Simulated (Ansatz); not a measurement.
Process, species as SMILES: [GeH2] (GeH2) (closed-shell singlet) → Ge atom + 2 H atom
B3LYP-D3(BJ)/def2-TZVP geometries, fixed; electronic energies without zero-point terms.

Energies in hartree at r2SCAN with Ansatz (a quantum-chemistry and plane-wave program); the atomisation energy is their sum with the coefficients shown, times 627.509 kcal/mol a hartree. All functions are spherical. The program fits the integrals of some runs and decomposes those of others, by size. Open shells are unrestricted. No added dispersion term, no relativity.

| species | coefficient | part | cc-pVDZ | cc-pVTZ | cc-pVQZ |
|---|---|---|---|---|---|
| [GeH2] (GeH2) (closed-shell singlet) | -1 | r2SCAN | -2078.09221 | -2078.16476 | -2078.16821 |
| Ge atom | +1 | r2SCAN | -2076.87368 | -2076.94260 | -2076.94528 |
| H atom | +2 | r2SCAN | -0.49921 | -0.49993 | -0.50009 |

Problem. Predict the atomisation energy in cc-pV5Z (X = 5): let each r2SCAN step shrink by the ratio of the last two. Compare with the run.

Solution. 
- [GeH2] (GeH2) (closed-shell singlet): steps -0.07255 and -0.00345, ratio 0.048, so r2SCAN -2078.16838 (run: -2078.17171).
- Ge atom: steps -0.06892 and -0.00268, ratio 0.039, so r2SCAN -2076.94538 (run: -2076.94872).
- H atom: steps -0.00072 and -0.00016, ratio 0.222, so r2SCAN -0.50013 (run: -0.50016).
Predicted 139.77 kcal/mol; the run in cc-pV5Z gives 139.73, a miss of 0.04. Keeping the value in cc-pVQZ, 139.78, would miss by 0.05. All sums are of the energies as printed.
